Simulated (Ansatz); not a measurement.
C3H6, charge +1, doublet, geometry from GFN2-xTB (a state made from the parent by changing its charge; the spin is typed, not shown lowest); CCSD/6-31G (Ansatz, a quantum-chemistry and plane-wave program).

Input for Ansatz:
Ansatz 0.2 input:
```yaml
crystal:
  periodic: [false, false, false]
  atoms:
    - {symbol: C, position_ang: [-1.20737674, 0.05679404, -0.23099301]}
    - {symbol: C, position_ang: [0.08149985, 0.01376709, 0.43060907]}
    - {symbol: C, position_ang: [1.30248053, -0.08335099, -0.14521574]}
    - {symbol: H, position_ang: [-1.90844225, -0.68637557, 0.17911264]}
    - {symbol: H, position_ang: [-1.70998107, 0.99470355, 0.05610396]}
    - {symbol: H, position_ang: [-1.14667474, -0.07339176, -1.30958177]}
    - {symbol: H, position_ang: [0.04418095, 0.06742610, 1.52303029]}
    - {symbol: H, position_ang: [1.50139258, 0.26564072, -1.15435202]}
    - {symbol: H, position_ang: [2.15990263, -0.49126387, 0.37928506]}
basis:
  gaussian:
    orbitals: 6-31G
total_charge: 1
magnetization: {spin_polarized: true, initial_magnetization: 1}
correlation: {method: ccsd}
```

Question: Write the output that Ansatz gives for this input, abridged.

Answer: 
```
Functional definition: HF
573 factors; integrals over basis functions are off by at most 2.5e-4 eV
mean field evaluation 1: about -3173.7569 eV, gradient 1.9e1 eV
mean field evaluation 2: about -3173.7565 eV, gradient 1.9e1 eV
mean field evaluation 4: about -3176.0476 eV, gradient 1.9e0 eV
mean field evaluation 8: about -3176.1302 eV, gradient 1.8e-3 eV
mean field evaluation 16: about -3176.0508 eV, gradient 1.9e0 eV
mean field evaluation 32: about -3176.1298 eV, gradient 8.0e-6 eV
mean field -3176.12984639 eV, -116.7206189966 hartree, gradient 2.1e-6 eV, S^2 0.757695; 1 other end points of the search recorded, 0 dependent functions left out
3 core orbitals not correlated
reference -3176.12984639 eV, -116.7206189966 hartree; 9, 8 occupied and 27, 28 virtual orbitals, 573 factors
second order -6.31094020 eV of doubles, -0.00000000 eV of singles
cycle   1  -7.02810391 eV  change   -7.2e-1 eV  update   7.1e-2
cycle   2  -7.33944818 eV  change   -3.1e-1 eV  update   2.7e-2
cycle   3  -7.39555741 eV  change   -5.6e-2 eV  update   1.4e-2
cycle   4  -7.39700275 eV  change   -1.4e-3 eV  update   7.3e-3
cycle   5  -7.39555145 eV  change    1.5e-3 eV  update   3.6e-3
cycle   6  -7.39590001 eV  change   -3.5e-4 eV  update   1.6e-3
cycle   7  -7.39601632 eV  change   -1.2e-4 eV  update   7.7e-4
cycle   8  -7.39621404 eV  change   -2.0e-4 eV  update   3.8e-4
cycle   9  -7.39631191 eV  change   -9.8e-5 eV  update   1.8e-4
cycle  10  -7.39630462 eV  change    7.3e-6 eV  update   7.3e-5
cycle  11  -7.39630687 eV  change   -2.2e-6 eV  update   2.8e-5
cycle  12  -7.39629821 eV  change    8.7e-6 eV  update   9.6e-6
Total energy: -3183.52614459 eV, -116.9924279423 hartree
```
